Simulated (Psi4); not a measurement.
dimethyl telluride (C2H6Te), singlet, at a GFN2-xTB geometry (all electrons, no relativity). Base run: PBE/3-21G run with Psi4.

Geometry (Å):
```xyz
9

C      1.5140    -0.6181     0.9736
Te     0.0164     0.1965    -0.3540
C     -1.6021    -0.4383     0.9293
H      1.3801    -1.6875     1.0765
H      2.4887    -0.4186     0.5499
H      1.4434    -0.1493     1.9468
H     -1.5950    -1.5157     1.0342
H     -2.5349    -0.1286     0.4786
H     -1.5056     0.0209     1.9049
```
Charge 0, spin multiplicity 1.
All else is at Psi4's defaults, with exact integrals.
Base energy -6664.54016 Eh.

The base run was repeated with changes; each row names its change, and settings that it needs were set with it.

```csv
change,ΔE vs base (mEh),SCF cycles,grid points,basis functions
base,0.000,8,193526,63
level_shift = 1.0,0.000,8,193526,63
level_shift = 0.3,0.000,7,193526,63
dft_spherical_points = 194,-0.043,8,124422,63
dft_radial_points = 99,-0.693,8,253810,63
basis_guess = sto-3g,0.000,8,193526,63
damping_percentage = 20,0.000,22,193526,63
dft_radial_scheme = becke,-2.863,8,171906,63
scf_type = cd,-3.057,8,193526,63
guess = sadno,0.000,9,193526,63
basis_guess = true,0.000,1,193526,63
cholesky_tolerance = 1e-6 (with scf_type cd),-0.008,8,193526,63
```
